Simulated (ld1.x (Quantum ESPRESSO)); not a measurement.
# phosphorus (P), TM: configuration errors across variants

phosphorus (P), norm-conserving Troullier–Martins (Kleinman–Bylander form), made with ld1.x (Quantum ESPRESSO) 7.5 (PW91, non-relativistic). Core [Ne], reference 3s2 3p3. Waves: 3s (bound): rc 1.35 bohr; 3p (bound): rc 2.05 bohr. Local part: all-electron potential smoothed inside 1.90 bohr (lloc = -2). Core correction: a·sin(br)/r model core, default radius (core density twice the valence density).

All-electron excitation energies from the reference (eV): (1) 3s2 3p2 9.788; (2) 3s2 3p1 29.008; (3) 3s2 3p0 58.839; (4) 3s1 3p3 18.818; (5) 3s0 3p5 17.035; (6) 3s2 3p3.3 -1.322; (7) 3s1 3p4 8.453.

The default core radius of the base comes out at 0.99 bohr.

Errors AE − PS in meV (a dash: test not solved or not reliable):

| change | (1) | (2) | (3) | (4) | (5) | (6) | (7) | bound ghosts |
| --- | --- | --- | --- | --- | --- | --- | --- | --- |
| base | +2.6 | +19 | +64 | +4.3 | -2.8 | +0.1 | -0.6 | none |
| core correction none | +2.0 | +17 | +70 | +7.3 | +8.4 | +0.1 | +3.4 | none |
| core correction a·sin(br)/r model core inside 0.58 bohr | +2.5 | +18 | +59 | +3.7 | -3.9 | +0.1 | -0.9 | none |
| core correction a·sin(br)/r model core inside 0.70 bohr | +2.5 | +18 | +59 | +3.8 | -3.9 | +0.1 | -0.9 | none |
| core correction a·sin(br)/r model core inside 0.98 bohr | +2.6 | +19 | +64 | +4.3 | -2.8 | +0.1 | -0.6 | none |
| core correction a·sin(br)/r model core inside 1.20 bohr | +2.4 | +17 | +58 | +3.1 | -3.6 | +0.1 | -0.9 | none |
| core correction a·sin(br)/r model core inside 1.30 bohr | +2.1 | +14 | +53 | +2.6 | -3.8 | +0.1 | -0.9 | none |
| core correction a·sin(br)/r model core inside 1.48 bohr | +2.0 | +14 | +52 | +3.4 | +1.8 | +0.1 | +0.3 | none |
| core correction a·sin(br)/r model core inside 1.58 bohr | +2.0 | +15 | +56 | +4.4 | +6.4 | +0.1 | +1.3 | none |

Question: Give the same row for: core correction a·sin(br)/r model core inside 0.84 bohr.

Answer: +2.6, +18, +60, +3.8, -3.7, +0.1, -0.8; bound ghosts: none.
